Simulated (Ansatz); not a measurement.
`[SiH3][As]1C[SiH2]1` + H₂ → `C1[SiH2][AsH]1` + SiH₄ at 500 K and 1 bar (hydrogenolysis of the As–Si bond).

Calculated with Ansatz (gas phase, PBE0-D4/def2-TZVP geometries, no zero-point term in ΔE). CBS: MP2 limit from def2 TZ/QZ plus the TZ coupled-cluster correction, frozen cores. This one scheme is used for every species. For As outer-core shells are correlated without core-valence functions, which leaves a few kJ/mol of doubt a bond. Scalar relativity is left out up to krypton.

| species | CCSD(T)/CBS energy (Eh) | H − E (kJ/mol) | S (J/(mol·K)) |
| --- | --- | --- | --- |
| `[SiH3][As]1C[SiH2]1` | -2855.41741 | 231.2 | 425.2 |
| H₂ | -1.17544 | 41.0 | 145.5 |
| `C1[SiH2][AsH]1` | -2565.12158 | 168.9 | 346.5 |
| SiH₄ | -291.46306 | 102.4 | 230.9 |

H − E and S are ideal-gas, rigid-rotor, harmonic terms from PBE0-D4/def2-TZVP, for one conformer and one mirror image of each species. The MP2-based limit puts H₂ 0.8 mEh under its directly extrapolated value; such offsets cancel only in part. 1 Eh = 2625.50 kJ/mol, R = 8.31446 J/(mol·K).

Question: By hand: ΔE, ΔH, ΔS and ΔG.

Answer: ΔE = (-2565.12158) + (-291.46306) − (-2855.41741) − (-1.17544) = 0.00821 Eh = 21.6 kJ/mol. Δ(H − E) = 168.9 + 102.4 − 231.2 − 41.0 = -0.9, so ΔH = 20.7 kJ/mol. ΔS = 346.5 + 230.9 − 425.2 − 145.5 = 6.7 J/(mol·K). ΔG = 20.7 − 500 × (6.7)/1000 = 17.3 kJ/mol.

Question: By hand: the equilibrium constant, and the temperature at which ΔG would vanish if ΔH and ΔS stayed fixed.

Answer: log₁₀ K = −ΔG/(RT ln 10) = -1.8. ΔG = 0 at ΔH/ΔS = 3090 K, far beyond where these terms or the molecules hold.

The number of gas molecules stays the same, so ΔS is small and ΔH decides. A doubt of 5 kJ/mol in ΔE shifts log₁₀ K by 0.5 here. Other conformers and mirror images would add mixing entropy, several J/(mol·K) or more a flexible species. These are equilibria of isolated gas molecules and say nothing of rates. Largest T1 diagnostic: 0.012 (customary marks: 0.02 for closed shells, 0.045 for open ones).
